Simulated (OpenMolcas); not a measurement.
V2+ among 6 point charges of -1.5 e arranged as an octahedron (Oh), 2.02 Å from the ion.
```
   2.0200    0.0000    0.0000  -1.50
   0.0000    2.0200    0.0000  -1.50
  -2.0200    0.0000    0.0000  -1.50
   0.0000   -2.0200    0.0000  -1.50
   0.0000    0.0000    2.0200  -1.50
   0.0000    0.0000   -2.0200  -1.50
```

* Program: OpenMolcas
* Method: CASSCF
* Basis: ANO-RCC-VDZP [5s4p2d1f]
* Scalar Hamiltonian: DKH2, point nucleus
* Active space: 3 electrons in 5 orbitals (3d)
* State averaging: 2S+1 = 4 even, 10 roots; 2S+1 = 2 even, 40 roots
* Spin-orbit coupling: state interaction with AMFI integrals over the reference wave functions

What is the spin-free ground state (labels of O, the rotations of Oh)?

4A2, 1-fold in its orbital part, 100 % from free-ion F terms; it has the highest spin that d3 allows.

Where is the first state of the same spin?

4T2 at 6340 cm-1 above the ground state.

What are the lowest two levels with spin-orbit coupling?

A 4-fold level Γ8, then a 2-fold level Γ7 6278 cm-1 above it. Their leading multiplicities are 4 (100 %) and 4 (100 %).

What is χT at 300 K, and how does it compare with the textbook value?

The lowest level has 2S+1 = 4, for which the spin-only value is χT = S(S+1) / 2 = 1.875 cm3 K/mol (g = 2). The computed 1.835 at 300 K differs by -0.040, through orbital momentum, spin-orbit coupling and any other state in reach.

Without dynamic correlation the repulsion within the d shell is too large (B by tens of per cent), so at a given field states of lower spin stand too high. This is an electrostatic model: the charges have no orbitals. No measured value stands beside these numbers.
